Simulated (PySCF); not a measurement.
Assigning NMR signals

Mapped SMILES: `[O:1]=[C:2]([OH:3])[C:4]#[C:5][CH2:6][SiH3:7]`. Hydrogens are named by the atom that carries them.

All values are calculated (PySCF 2.14.0 with density-fitted response routines): shieldings: GIAO PBE0/pcSseg-1, GFN2-xTB structure. One conformer, no solvent model, no relativistic terms, averaged over atoms made equivalent by symmetry, fast rotation or ring inversion.

Shifts are taken against calculated references (same method and geometry level): TMS for ¹³C and ¹H.

Question: Assign these signals to the numbered atoms. ¹³C{¹H} NMR (computed): δ 158.5 (C), 97.9 (C), 77.5 (C), 0.8 (CH2).

Answer: 
| δ (ppm) | atoms | environment | reason |
| --- | --- | --- | --- |
| 158.5 | C2 | carboxylic acid carbon | it is a carbonyl in resonance with an O or N lone pair, the region of acids, esters and amides |
| 97.9 | C5 | alkyne carbon | the triple bond shields along its axis, which puts it between sp3 and sp2 carbons |
| 77.5 | C4 | alkyne carbon | – |
| 0.8 | C6 | propargylic sp3 CH2 bonded to Si | an electropositive neighbour leaves it electron-rich and shielded |

Question: Assign these signals to the numbered atoms. ¹H NMR (500 MHz, computed): δ 6.14 (br s, 1H), 4.08 (t, 3H), 2.01 (q, 2H).

Answer: 
| δ (ppm) | atoms | environment | reason |
| --- | --- | --- | --- |
| 6.14 | H(O3) | hydrogen on an acid hydroxyl oxygen | labile proton, position sensitive to the medium |
| 4.08 | H(Si7) | hydrogen on a silicon bonded to C | – |
| 2.01 | H(C6) | hydrogen on a propargylic sp3 CH2 bonded to Si | – |

Exchangeable OH/NH protons stand at their gas-phase positions; hydrogen bonding in a real sample shifts them, mostly to higher δ. Shifts are as computed. Against solution values, carbons near 30 ppm lie about +3 ppm off and those near 130 ppm about +5 ppm (rms about the fit 2.1 ppm; single classes can miss by 10 ppm). Of 1328 compounds with measured shifts, 309 miss one by over three times the rms of a fit or turn the order of signals round; such compounds aren't used in these exercises. Signals without a measured value on file couldn't be tested in this way; 1H shifts scatter by 0.2 ppm about their fit, and single ones miss by 0.5 ppm. The C=O carbon of an acid or of an amide with N–H lies up to 10 ppm further downfield in solution, through hydrogen bonding that the calculation lacks. No couplings were computed; multiplicities are counted from neighbouring protons, with m where these are inequivalent, close in shift, in a saturated or five-membered ring or joined by F or P, and br s for small geminal =CH2 splittings.
